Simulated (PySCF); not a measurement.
[WO2F2]− at several levels of theory

Computed with PySCF 2.14.0 (density fitting, no spin-orbit coupling) at the geometry relaxed with PBE0:

```xyz
5
[WO2F2]− (doublet)
W     0.0000    0.0000    0.1969
O     1.0201    1.0201    1.1592
O    -1.0201   -1.0201    1.1592
F     0.8876   -0.8876   -1.2884
F    -0.8876    0.8876   -1.2884
```

```tsv
level	basis	state	HOMO (eV)	gap (eV)	charge on W1 (e)	dipole about the centre of mass (D)	largest force component (eV/Å)
PBE0	W def2-SVP with ECP60, O def2-SVP, F def2-SVP	doublet	-0.30	3.66	0.87	0.32	0.07
M06-L	the same	doublet	1.13	1.93	1.01	0.24	0.41
r2SCAN	the same	doublet	0.77	2.06	0.82	0.36	0.44
BP86	the same	doublet	1.13	1.26	0.61	0.48	0.84
TPSS	the same	doublet	1.12	1.51	0.73	0.46	0.89
PBE0	W def2-TZVP with ECP60, O def2-TZVP, F def2-TZVP	doublet	-0.48	3.70	1.26	0.29	0.14
```

HOMO and gap are taken over both spins. Charges are Mulliken's, which hang on the basis. The relaxation used the grid (50, 194), these runs (75, 302) or, all-electron (x2c bases, spin-free X2C Hamiltonian), (99, 590).

Question: What does PBE0 with W x2c-SVPall, O x2c-SVPall, F x2c-SVPall give here?

Answer: state doublet, HOMO (eV) -0.65, gap (eV) 3.67, charge on W1 (e) 0.80, dipole about the centre of mass (D) 0.28, largest force component (eV/Å) 0.61. Time: 30 s on 2 threads of Arm Neoverse V1, on a shared host, from free ions and atoms.

Open shells may have lower solutions than the one found.

The highest filled level of some runs lies above zero, as often for anions with such functionals and bases.
